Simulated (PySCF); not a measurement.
# Hartree-Fock beside MP2: CH4Si2

These are calculations, not measurements. They come from PySCF 2.14.0, an open-source quantum chemistry program, on an isolated molecule that a program drew, which may never have been made. The molecule is CH4Si2 (charge 0, singlet), drawn as the SMILES string `C=[SiH][SiH]`.

The geometry was optimised and harmonic frequencies were computed with HF and MP2, all in the cc-pV(D+d)Z basis, for the commonest isotopes, with a restricted reference for singlets and an unrestricted one otherwise, and a frozen core in MP2. Each result is a local minimum of its method.

Geometry at the HF minimum:
```xyz
7
CH4Si2, angstrom
C    -0.6674    1.8758    0.0005
Si   -1.2511    1.7222   -1.6036
Si   -0.1575    0.3621   -3.2104
H    -1.1421    2.4884    0.7610
H     0.2246    1.3518    0.3269
H    -2.4755    2.4761   -1.9538
H     0.8864   -0.0216   -2.1851
```

Lengths of the bonds as drawn, in Å (atoms numbered as above):
| bond | HF | MP2 |
|---|---|---|
| C1-Si2 | 1.714 | 1.750 |
| Si2-Si3 | 2.372 | 2.341 |
| C1-H4 | 1.086 | 1.099 |
| C1-H5 | 1.085 | 1.098 |
| Si2-H6 | 1.480 | 1.485 |
| Si3-H7 | 1.513 | 1.521 |

Rotational constants, in GHz:
| constant | HF | MP2 |
|---|---|---|
| A | 22.78 | 22.11 |
| B | 3.486 | 3.544 |
| C | 3.024 | 3.054 |

Harmonic frequencies in cm^-1, each column in rising order, so a row needn't be the same motion in every method:
| rank | HF | MP2 |
|---|---|---|
| 1 | 143 | 106 |
| 2 | 179 | 169 |
| 3 | 388 | 410 |
| 4 | 421 | 427 |
| 5 | 614 | 572 |
| 6 | 742 | 681 |
| 7 | 777 | 725 |
| 8 | 912 | 796 |
| 9 | 923 | 872 |
| 10 | 1000 | 903 |
| 11 | 1509 | 1392 |
| 12 | 2164 | 2108 |
| 13 | 2318 | ? |
| 14 | 3292 | 3163 |
| 15 | 3384 | 3270 |

**Estimate the missing MP2 frequency from the HF column.**

A single factor s that minimises the squared misfit of MP2 against s times HF over the other rows is sum(HF x MP2) / sum(HF^2) = 0.9567, with an rms misfit of 36 cm^-1. For rank 13 it gives 0.9567 x 2318 = 2218 cm^-1. The calculation gives 2274 cm^-1, 56 cm^-1 above the estimate. The drawn bonds are on average 0.7 % longer in MP2 than in HF.
